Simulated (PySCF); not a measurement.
C₄H₉O₃S (charge -1).
Atom-mapped SMILES: `[CH3:1][CH2:2][O:3][C@@H:4]([CH3:5])[S@:6](=[O:7])[O-:8]` (hydrogens: H9, H10, H11 on C1; H12, H13 on C2; H14 on C4; H15, H16, H17 on C5)

Computed geometry: GFN2-xTB, gas phase.

What internal coordinates does the optimisation give?

```json
{"bond": "C1–C2", "length (Å)": "1.522"}
{"bond": "C2–O3", "length (Å)": "1.411"}
{"bond": "O3–C4", "length (Å)": "1.421"}
{"bond": "C4–C5", "length (Å)": "1.511"}
{"bond": "C4–S6", "length (Å)": "1.956"}
{"bond": "S6=O7", "length (Å)": "1.493"}
{"bond": "S6–O8", "length (Å)": "1.497"}
{"bond": "C1–H9, C1–H10, C1–H11", "length (Å)": "1.088"}
{"bond": "C2–H12", "length (Å)": "1.096"}
{"bond": "C2–H13", "length (Å)": "1.106"}
{"bond": "C4–H14", "length (Å)": "1.101"}
{"bond": "C5–H15, C5–H16, C5–H17", "length (Å)": "1.090"}
```

Bonds in one row agree within 0.01 Å and their mean is given. A selection of angles:
```json
{"angle": "C2–C1–H9", "degrees": "110.0"}
{"angle": "H9–C1–H10", "degrees": "109.2"}
{"angle": "C1–C2–O3", "degrees": "108.8"}
{"angle": "C1–C2–H12", "degrees": "110.9"}
{"angle": "C1–C2–H13", "degrees": "109.9"}
{"angle": "O3–C2–H12", "degrees": "110.1"}
{"angle": "O3–C2–H13", "degrees": "109.3"}
{"angle": "H12–C2–H13", "degrees": "107.9"}
{"angle": "C2–O3–C4", "degrees": "112.9"}
{"angle": "O3–C4–C5", "degrees": "109.0"}
{"angle": "O3–C4–S6", "degrees": "112.4"}
{"angle": "O3–C4–H14", "degrees": "110.3"}
{"angle": "C5–C4–S6", "degrees": "108.1"}
{"angle": "C5–C4–H14", "degrees": "111.7"}
{"angle": "S6–C4–H14", "degrees": "105.3"}
{"angle": "C4–C5–H15", "degrees": "107.5"}
{"angle": "C4–C5–H16", "degrees": "109.0"}
{"angle": "C4–C5–H17", "degrees": "112.5"}
{"angle": "H15–C5–H16", "degrees": "109.1"}
{"angle": "C4–S6–O7", "degrees": "99.9"}
{"angle": "C4–S6–O8", "degrees": "101.3"}
{"angle": "O7–S6–O8", "degrees": "112.1"}
```

Torsions: C1–C2–O3–C4 165° (antiperiplanar); C2–O3–C4–C5 175° (antiperiplanar); O3–C4–S6–O7 -166° (antiperiplanar).

O3 (ether oxygen) is bent (angle 112.9°). S6 (sulfur bonded to C and 2 O) is pyramidal (angles 112.1°, 101.3° and 99.9°, sum 313.3°, 0.65 Å off the plane of its three neighbours). Of the pairs four or more bonds apart, O8···H12 is among the closest relative to their van der Waals radii: 2.15 Å, 79 % of the sum of Bondi's values.

Point group: C1 (no symmetry element, even within 0.4 Å). No frequency check.

One conformer stands for the species.
